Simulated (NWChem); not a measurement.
Molecule: AlO, doublet; SMILES [O]=[Al]

Computed with NWChem. Spin-unrestricted. All runs use the structure optimised with PBE0-D3(BJ)/def2-TZVP, spin-unrestricted. No stability test was run on the SCF state. Level PBE/def2-SVP: single points from the atomic guess with DIIS by default; each run changes one setting, and all converged runs end within 0.3 mHa of each other. cgmin counts macro-iterations, each dearer than a DIIS step.

Question: Which setting needs the most SCF iterations, or fails (defaults; occupation smearing of 0.005 Ha; no DIIS, 40 % damping; quadratically convergent solver (cgmin); no level shifting; DIIS on 3 Fock matrices)?

Answer: no DIIS, 40 % damping, which doesn't converge.
| setting | SCF iterations |
|---|---|
| defaults | 12 |
| no level shifting | 12 |
| DIIS on 3 Fock matrices | 12 |
| quadratically convergent solver (cgmin) | 9 |
| occupation smearing of 0.005 Ha | 12 |
| no DIIS, 40 % damping | not converged in 200 |
